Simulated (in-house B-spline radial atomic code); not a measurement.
Values are calculated unless marked as measured or tabulated.
**From levels and matrix elements to observables: Br XXV (Br24+)**

One electron outside the [He] 2s2 2p6 core, from a B-spline radial code for spherical atoms: Brueckner orbitals with a screened correlation potential on Dirac-Hartree-Fock, Breit and QED terms for the lowest states, dipole elements in length form with static core polarisation. The core's own polarisability, by RPA, is 0.001371 bohr³.

```tsv
state	removal energy (cm⁻¹)	size of the reduced dipole element to 3s1/2 (a.u.)
3s1/2	9026420	-
4s1/2	4847499	-
3p1/2	8590127	0.3597
3p3/2	8499022	0.5127
4p1/2	4670138	0.1232
4p3/2	4633784	0.1641
```

Use R = 109737.3 cm⁻¹, 1 hartree = 219474.6 cm⁻¹, c = 137.036 and 1 a.u. of rate = 4.1341e16 s⁻¹.

Q: Find the quantum defects of the two s states and predict 5s1/2.

A: With n* = 25 √(R/E): 3s1/2 has n* = 2.7565, δ = 0.2435; 4s1/2 has n* = 3.7615, δ = 0.2385. Ritz's form δ = δ0 + b/n*² gives b = 0.082, δ0 = 0.2328, so with n* ≈ 5 − 0.2385, δ = 0.2364 and E = R × 25²/(5 − 0.2364)² = 3022429 cm⁻¹. The program finds 3024066 cm⁻¹.

Q: What are the wavelength, oscillator strength and rate of 3s1/2–3p3/2?

A: ΔE = 527398 cm⁻¹ = 2.40300 hartree, λ = 18.961 nm in vacuum. f = (2/3) ΔE D²/(2j + 1 of the lower state) = (2/3) × 2.40300 × 0.5127²/2 = 0.2106. A = (4/3) ΔE³ D²/(c³ (2j' + 1)) = 4.7246e-07 a.u. = 1.953e+10 s⁻¹, a partial lifetime of 0.0512 ns.
